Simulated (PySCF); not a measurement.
In(I)(Me)2 (C₂H₆IIn), SMILES [CH3][In]([CH3])[I].

Geometry optimised at PBE0-D3(BJ)/def2-SVP. The structure was generated by enumeration; whether it is a known compound was not checked. The def2 effective core potentials stand for the cores of I, In; spin–orbit coupling is left out.

The numbers are results of PBE0-D3(BJ)/def2-SVP (PySCF 2.14.0), not measurements.

Frequencies are harmonic and unscaled.

```
mode  ν (cm⁻¹)  IR (km/mol)  moving atoms (share of kinetic energy)
----  --------  -----------  --------------------------------------
1           27          0.0                                  H 99 %
2           31          0.1                                  H 99 %
3           88          1.8         C 50 %, H 22 %, In 17 %, I 11 %
4          107          5.1                          C 61 %, H 30 %
5          113          1.5                 C 44 %, In 29 %, H 26 %
6          189         26.2                         I 49 %, In 49 %
7          484         14.0                          C 78 %, H 19 %
8          531         33.1                 C 64 %, In 18 %, H 17 %
9          652          0.0                          H 88 %, C 12 %
10         703          7.0                          H 85 %, C 15 %
11         728         45.2                          H 82 %, C 16 %
12         749        128.0                          H 82 %, C 17 %
13        1181          0.6                          H 81 %, C 19 %
14        1185          0.5                          H 83 %, C 17 %
15        1422          1.2                                  H 95 %
16        1423          0.0                                  H 95 %
17        1426          8.4                                  H 95 %
18        1427          0.3                                  H 95 %
19        3068          5.9                                  H 98 %
20        3069          1.8                                  H 98 %
21        3185          0.0                           H 91 %, C 9 %
22        3185          0.7                           H 91 %, C 9 %
23        3195          0.2                          H 90 %, C 10 %
24        3195          3.5                          H 90 %, C 10 %
```
